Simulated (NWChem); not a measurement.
System: BHOBrF; SMILES OB(F)Br

Input file for NWChem:

```
start job
memory heap 200 mb stack 900 mb global 1100 mb
geometry units angstroms noautosym nocenter noautoz
  B      0.036263    -0.917708     0.000000
  F     -1.101006    -1.599528     0.000000
  Br    -0.030405     0.992381     0.000000
  O      1.222537    -1.538424     0.000000
  H      1.140136    -2.500076     0.000000
end
basis spherical
  * library def2-svpd
end
dft
  xc b3lyp
  iterations 150
end
property
  response 1 0.0
end
task dft property
```

All runs use the structure optimised with PBE0/def2-SVP. B3LYP is NWChem's, with the RPA form of VWN correlation.

Static field.

Q: Predict the main results of this run. (B3LYP/def2-SVPD.) Quantities: isotropic polarisability (bohr³); anisotropy (bohr³).

A: 
```json
{
 "isotropic polarisability (bohr³)": "40.2",
 "anisotropy (bohr³)": "15.6"
}
```
